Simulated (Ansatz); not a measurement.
Wavefunction ladder for CH$_{7}$BGaN, SMILES `C[B](N)[GaH2]`

Z-matrix (Å, degrees):
```
C
B 1 1.572
H 1 1.096 2 110.7
H 1 1.096 2 114.1 3 122.0
H 1 1.096 2 110.6 3 -116.1
N 2 1.393 1 119.9 3 -122.3
Ga 2 2.118 1 124.1 3 57.8
H 6 1.010 2 122.9 1 0.0
H 6 1.006 2 123.8 1 180.0
H 7 1.581 2 125.4 1 0.6
H 7 1.590 2 120.3 1 -179.4
```

The species carries charge 0 and has multiplicity 1. Correlated methods include outer-core shells of Ga, which these sets cover unevenly. Scalar relativity is left out up to krypton. All single points use the PBE0-D4/def2-TZVP geometry. It is one conformer, not always the lowest. Frozen core, restricted reference, Ansatz.

```tsv
basis	HF (Eh)	MP2 corr.	CCSD corr.	(T)	CCSD(T) total
def2-SVP	-2044.01299	?	-0.65558	?	?
def2-TZVPP	?	?	-0.76214	-0.02993	?
def2-QZVPP	-2044.44297	-1.00747	–	–	–
```

**Question.** Fill in the withheld values. (Estimate.)

**Answer.** Computed: def2-SVP MP2 corr.: -0.61805; def2-SVP (T): -0.02019; def2-SVP CCSD(T) total: -2044.68876; def2-TZVPP HF (Eh): -2044.39668; def2-TZVPP MP2 corr.: -0.72721; def2-TZVPP CCSD(T) total: -2045.18875.
